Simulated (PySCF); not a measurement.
Correlation energy of Cd³³⁺ (cadmium, charge +33)

[Ne] 3s2 3p3, high-spin 4S determinant. Computed with PySCF 2.14 in an uncontracted even-tempered set (18 s from 5.3 bohr⁻², ratio 2.5; 12 p from 6.9 bohr⁻², ratio 2.5; 4 d from 29 bohr⁻², ratio 2.7; 4 f from 43 bohr⁻², ratio 2.7), with the spin-free X2C one-electron Hamiltonian (Gaussian nucleus). Frozen: 1s2; 13 electrons correlated; the 22 highest virtual orbitals of each spin left out.

| level | correlation energy (mhartree) |
| --- | --- |
| CCSD | -520.13 |
| (T) | -1.03 |
| CCSD(T) | -521.16 |

Diagnostics: T1 = 0.00035, D1 = 0.0011, largest double amplitude 0.024.

Problem. Is a single reference adequate?

Solution. Yes, within this model without spin-orbit coupling: T1 lies below 0.03 and no double amplitude reaches 0.07.

At this charge the one-electron X2C treatment keeps the bare 1/r₁₂, with no two-electron picture change or Breit term. The effect here is smaller than on the frozen 1s shell; and a scalar Hamiltonian misses the large spin-orbit splitting of the p shells, which matters for ns² → np² pairs.

Spin-orbit coupling is strong in this species, so the high-spin LS determinant is a model state.
